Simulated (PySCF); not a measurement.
Atoms are numbered as in `[CH3:1][S:2][c:3]1[o:4][cH:5][cH:6][p:7]1`. Hydrogens are named by the atom that carries them.

Geometry: GFN2-xTB; GIAO absolute shieldings from PySCF, gas phase, non-relativistic, averaged over equivalent atoms.

At PBE0/pcSseg-1 (158 basis functions, about 60 core-seconds):
```json
{"atoms": "C3", "σ (ppm)": "-23.1"}
{"atoms": "C5", "σ (ppm)": "33.9"}
{"atoms": "C6", "σ (ppm)": "56.2"}
{"atoms": "C1", "σ (ppm)": "163.7"}
{"atoms": "S2", "σ (ppm)": "426.5"}
{"atoms": "O4", "σ (ppm)": "-6.3"}
{"atoms": "P7", "σ (ppm)": "224.4"}
{"atoms": "H(C5)", "σ (ppm)": "23.70"}
{"atoms": "H(C6)", "σ (ppm)": "24.49"}
{"atoms": "H(C1)", "σ (ppm)": "29.12"}
```

Predict the values at BHandHLYP/pcSseg-1 on the same geometry.

Results:


```json
{"atoms": "C3", "σ at BHandHLYP/pcSseg-1": "-36.6", "change": "-13.5"}
{"atoms": "C5", "σ at BHandHLYP/pcSseg-1": "30.6", "change": "-3.3"}
{"atoms": "C6", "σ at BHandHLYP/pcSseg-1": "53.2", "change": "-3.0"}
{"atoms": "C1", "σ at BHandHLYP/pcSseg-1": "164.2", "change": "+0.5"}
{"atoms": "S2", "σ at BHandHLYP/pcSseg-1": "429.3", "change": "+2.8"}
{"atoms": "O4", "σ at BHandHLYP/pcSseg-1": "-2.9", "change": "+3.4"}
{"atoms": "P7", "σ at BHandHLYP/pcSseg-1": "211.5", "change": "-12.9"}
{"atoms": "H(C5)", "σ at BHandHLYP/pcSseg-1": "23.90", "change": "+0.20"}
{"atoms": "H(C6)", "σ at BHandHLYP/pcSseg-1": "24.73", "change": "+0.24"}
{"atoms": "H(C1)", "σ at BHandHLYP/pcSseg-1": "29.32", "change": "+0.20"}
```

The largest change is at C3 (aromatic carbon bearing sulfur). Cost: 158 basis functions, 13 s wall time on 1 thread of an Arm Neoverse V2, shared host. The order of the carbon signals is the same at both levels.
